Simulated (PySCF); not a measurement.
Basis-set dependence of excited states

Species: CH7F2PSi2.
SMILES: `FC(F)[SiH2]P[SiH3]`

TDDFT with PBE0 (PySCF), vertical singlets, core orbitals frozen in the response, spherical d and f functions. One conformer (not necessarily the lowest) at the PBE0-D3(BJ)/def2-SVP geometry, without solvent, vibrations or thermal averaging.

```tsv
basis	functions	diffuse	S1 (eV)	S2 (eV)	S3 (eV)	S4 (eV)	S5 (eV)	LUMO (eV)	α (au)
6-31G*	110	no	6.18	6.64	6.82	7.17	7.30	-0.10	82.7
def2-SVP	131	no	6.16	6.71	6.90	7.29	7.33	-0.10	85.6
6-31+G*	134	yes	6.02	6.12	6.49	6.77	6.99	-0.43	91.5
def2-SVPD	194	yes	5.96	6.29	6.52	6.78	6.90	-0.36	99.0
aug-cc-pVDZ	213	yes	5.94	6.06	6.41	6.64	6.77	-0.44	101.0
def2-TZVP	246	no	5.89	6.36	6.55	6.83	6.92	-0.37	95.2
```

Compare the sets with the largest diffuse one.

States are compared by their number. Against the largest diffuse basis here (aug-cc-pVDZ, itself not a converged limit), sets without diffuse functions differ by up to 0.24 eV in S1 and 0.56 eV in S5; the smaller diffuse sets differ by up to 0.08 and 0.22 eV. State by state, the largest deviation of a set without diffuse functions is S1 0.24, S2 0.65, S3 0.49, S4 0.65, S5 0.56 eV. The same number needn't mean the same state in each row. Against aug-cc-pVDZ the polarisability deviates by -18% in 6-31G*, -15% in def2-SVP, -9% in 6-31+G*, -2% in def2-SVPD, -6% in def2-TZVP. A single + in a Pople set puts diffuse functions on heavy atoms only.
